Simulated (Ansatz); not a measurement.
`CC/C=C\Br` + silanol → `[SiH3]O/C=C\Br` + ethane  (substitution at a C–C bond)

Gas-phase electronic energies from Ansatz, PBE0-D4/def2-TZVP geometries. CCSD(T)/CBS is the MP2 limit (def2-TZVPP, def2-QZVPP) plus CCSD(T) − MP2 in def2-TZVPP, frozen cores. This one scheme is used for every species. Double bonds are as drawn, so ΔE can hold a change between cis and trans. DFT in def2-TZVPP. B3LYP here is the variant with VWN-RPA as its local correlation; programs differ in this. For Br outer-core shells are correlated without core-valence functions, which leaves a few kJ/mol of doubt a bond. Scalar relativity is left out up to krypton. One conformer a species, not always the lowest.

CCSD(T)/CBS gives +45.6 kJ/mol.

(1) Another level gave +43.0 kJ/mol. Which?
A. B3LYP/def2-TZVPP
B. SCS-MP2/def2-TZVPP
C. MP2/def2-TZVPP
D. r2SCAN/def2-TZVPP

Largest T1 diagnostic among the species: 0.011.

Results:

(1) B. SCS-MP2/def2-TZVPP 43.0, B3LYP 30.3, r2SCAN 34.4, MP2/def2-TZVPP 47.5 kJ/mol.

In def2-TZVPP, CCSD(T) changes the Hartree–Fock value by +10.3 kJ/mol (the triples alone add +0.4 kJ/mol) and MP2 by +15.6 kJ/mol. From PBE to PBE0 (25 % exact exchange), in def2-TZVPP and without D4, ΔE moves by +3.2 kJ/mol.
